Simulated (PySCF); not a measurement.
Ionisation energy of Pb(43+) by level of theory

Pb(43+) [Kr] 4d3 [4d3/2^3, M_J = 3/2] → Pb(44+) [Kr] 4d2 [4d3/2^2, M_J = 2], as a difference of total energies. All numbers are calculated (PySCF 2.14, the two-component X2C-1e Hamiltonian, in an uncontracted even-tempered set (16 s from 5.5 bohr⁻², ratio 2.8; 14 p from 7.2 bohr⁻², ratio 2.8; 9 d from 7.2 bohr⁻², ratio 2.8; 3 f from 27 bohr⁻², ratio 3)). Correlated levels: [Ar] 3d10 frozen; the 90 highest virtual spinors dropped. "Screened" scales the spin-orbit matrix elements by Boettger's factors to mimic the two-electron term; Breit and QED terms are absent.

| method | ionisation energy (eV) |
| --- | --- |
| GHF (spin-free) | 2150.6 |
| GMP2 (spin-free) | 2150.5 |
| GHF (screened spin-orbit) | 2164.2 |
| GMP2 (screened spin-orbit) | 2164.7 |

Breit and QED terms and the two-electron picture change are absent.

The spin-free rows relax to the high-spin LS determinant and lack the spin-orbit shift.

The labels give the starting determinants; with spin-orbit coupling the two ends relaxed to ⟨J²⟩ = 3.76, ⟨L²⟩ = 7.71, ⟨S²⟩ = 2.15 and ⟨J²⟩ = 6.01, ⟨L²⟩ = 10.20, ⟨S²⟩ = 1.61.

For comparison: 2163 ± 4 eV (theoretical estimate listed by NIST; NIST Atomic Spectra Database, ionization energies).
